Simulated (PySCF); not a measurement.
## Polarisability and C₆ of Al²⁺ (aluminium, charge +2)

[Ne] 3s1, 2S determinant. Computed with PySCF 2.14 in aug-cc-pCVTZ-DK with one added diffuse shell each of s, p, d, f type (9s8p6d4f, 91 functions), with the spin-free X2C one-electron Hamiltonian (Gaussian nucleus). Coupled (time-dependent) response in atomic units; α is the mean over directions.

```json
{"method": "UHF", "mean α (bohr³)": "15.20", "C₆ (like pair)": "43.05", "S(−4)": "260.8"}
{"method": "PBE", "mean α (bohr³)": "13.41", "C₆ (like pair)": "35.73", "S(−4)": "204.7"}
{"method": "PBE0", "mean α (bohr³)": "13.95", "C₆ (like pair)": "37.85", "S(−4)": "221.0"}
{"method": "BHandHLYP", "mean α (bohr³)": "13.18", "C₆ (like pair)": "34.87", "S(−4)": "196.8"}
{"method": "BLYP", "mean α (bohr³)": "12.31", "C₆ (like pair)": "31.50", "S(−4)": "172.5"}
```

S(−4) is the Cauchy moment in α(ω) = α(0) + S(−4) ω² + …

α(iu) at UHF:

```csv
u (hartree),α(iu) (bohr³)
0,15.20
0.0500,14.58
0.100,12.98
0.200,9.066
0.300,6.084
0.500,3.059
0.750,1.647
1.00,1.065
1.50,0.6040
2.00,0.4229
3.00,0.2692
5.00,0.1547
```

For an ion, C₆ is the dispersion term alone; charge-induced terms of lower order in 1/R come first.
